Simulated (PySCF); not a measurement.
# Shifts of the heteroatoms

Structure with atom numbers: `[CH2:1]=[C:2]([O:3][CH:4]([F:5])[F:6])[C:7](=[O:8])[CH:9]([F:10])[F:11]`. Hydrogens are named by the atom that carries them. Ha(C1) is cis to O3; Hb(C1) is trans to O3.

PySCF 2.14 calculation with structure optimised with GFN2-xTB and PBE0/pcSseg-1 with gauge-including orbitals; a single conformation, averaged over atoms made equivalent by symmetry, fast rotation or ring inversion, no solvent model, relativity neglected.

Problem. Where does 19F resonate?

Solution. 
```
  atoms              environment  σ (ppm)  δ (ppm)
  F5/F6  fluorine of a CF2 group    270.5    -83.5
F10/F11  fluorine of a CF2 group    325.8   -133.3
```

Shieldings were converted by a linear fit to measured shifts: 19F: δ = 146.13 − 0.903σ +14.6 on sp3 carbon (rms 6.0 ppm, 223 shifts, 7.0 ppm with the 5 outliers that the fit left out vs CFCl3, solution or neat liquid). A few per cent of atoms miss by over 2 rms, more outside the fitted compound classes.

On a 500 MHz spectrometer 19F resonates near 470.5 MHz, so 1 ppm is 470.5 Hz.

Problem. What are the 17O shifts?

Solution. 
```json
{"atoms": "O8", "environment": "ketone oxygen", "σ (ppm)": "-307.6", "δ (ppm)": "546.9"}
{"atoms": "O3", "environment": "ether oxygen", "σ (ppm)": "158.6", "δ (ppm)": "122.3"}
```

Shieldings were converted by a linear fit to measured shifts: 17O (scatter 10.7 ppm rms, 12.2 ppm with the 3 outliers that the fit left out vs liquid water, solution or neat liquid). A few per cent of atoms miss by over 2 rms, more outside the fitted compound classes.

On a 300 MHz spectrometer 17O resonates near 40.7 MHz, so 1 ppm is 40.7 Hz.
